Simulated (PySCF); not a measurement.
## Energy of V²⁺ (vanadium, charge +2) between two integer charges

The 3d alpha orbital of [Ar] 3d3 is emptied in steps (occupation f), with all orbitals relaxed, ending at [Ar] 3d2. Computed with PySCF 2.14 in aug-pcseg-2 (7s5p4d3f2g, 81 functions), with the non-relativistic Hamiltonian (point nucleus). The exact energy is a straight line in f; departures are measured from the line between the end points of the same method.

| f | BHandHLYP (eV) | wB97X (eV) | BLYP (eV) |
| --- | --- | --- | --- |
| 1 | 0.000 | 0.000 | 0.000 |
| 0.9 | -0.271 | -0.240 | -0.676 |
| 0.7 | -0.637 | -0.568 | -1.592 |
| 0.5 | -0.765 | -0.685 | -1.913 |
| 0.3 | -0.647 | -0.583 | -1.621 |
| 0.1 | -0.280 | -0.253 | -0.700 |
| 0 | 0.000 | 0.000 | 0.000 |

```tsv
method	E(f=0) − E(f=1) (eV)	−ε at f=1 (eV)	−ε at f=0.5 (eV)
BHandHLYP	29.828	26.831	29.799
wB97X	29.666	27.019	29.621
BLYP	30.126	22.656	30.041
```

Orbital energy along the path (eV):

```
  f  BHandHLYP    wB97X     BLYP
  1    -26.831  -27.019  -22.656
0.9    -27.409  -27.515  -24.084
0.7    -28.590  -28.545  -27.017
0.5    -29.799  -29.621  -30.041
0.3    -31.036  -30.740  -33.146
0.1    -32.301  -31.899  -36.322
  0    -32.949  -32.492  -37.934
```

Reference removal energy between the ground levels: 29.311 eV (measured; NIST Atomic Spectra Database, ionization energies). The calculation has no spin-orbit coupling. The determinant left behind need not be the lowest term of the ion.
